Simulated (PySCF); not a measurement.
## Worked example: dipole moment from atomic charges

CH2ClFO2Si, SMILES O=CO[Si@@H](F)Cl. Atoms are numbered in the order given.

```xyz
8

O      1.9625     0.3963     0.9174
C      2.0236    -0.2530    -0.0835
O      0.9544    -0.7602    -0.7413
Si    -0.6577    -0.5452    -0.3088
F     -0.9087    -1.1694     1.1527
Cl    -1.1538     1.4357    -0.2966
H      2.9595    -0.5302    -0.6113
H     -1.4346    -1.2897    -1.3062
```
Charge 0, spin multiplicity 1.

Geometry optimised at B3LYP-D3(BJ)/def2-SVP. The structure was generated by enumeration; whether it is a known compound was not checked. The values are those of a single conformer.

Charges (e) from PBE/def2-TZVP (PySCF):

```csv
atom,IAO,Mulliken
O1,-0.381,-0.219
C2,0.382,0.163
O3,-0.568,-0.245
Si4,1.331,0.626
F5,-0.499,-0.248
Cl6,-0.273,-0.171
H7,0.135,0.105
H8,-0.128,-0.011
```

The dipole moment of the full density is 2.50 D.

**Question.** What dipole moment does each set of point charges give, and which comes closer to that of the density?

**Answer.** 
μ = Σ q r, and 1 e Å = 4.8032 D.
IAO: Σ q r = (-0.041, -0.256, -0.781) e Å, |μ| = 3.95 D.
Mulliken: Σ q r = (0.004, -0.280, -0.511) e Å, |μ| = 2.80 D.
Mulliken comes closer in size. Point charges leave out the atoms' own dipoles (lone pairs, polarised bonds); fits to the potential absorb them, partitions of the density don't.
